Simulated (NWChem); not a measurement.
Species: germylsilane (GeSiH6); SMILES [GeH3][SiH3]

Program: NWChem. Structure relaxed at the B3LYP/6-31G* (spherical d) level. Level B3LYP/def2-SVP: single points from the atomic guess with DIIS by default; each run changes one setting, and all converged runs end within 0.3 mHa of each other. cgmin counts macro-iterations, each dearer than a DIIS step.

Q: Which setting needs the most SCF iterations, or fails (quadratically convergent solver (cgmin); occupation smearing of 0.005 Ha; defaults; level shift of 0.5 Ha throughout; DIIS on 20 Fock matrices)?

A: level shift of 0.5 Ha throughout, with 9 against 6 for the defaults.
```tsv
setting	SCF iterations
defaults	6
DIIS on 20 Fock matrices	6
level shift of 0.5 Ha throughout	9
quadratically convergent solver (cgmin)	4
occupation smearing of 0.005 Ha	6
```
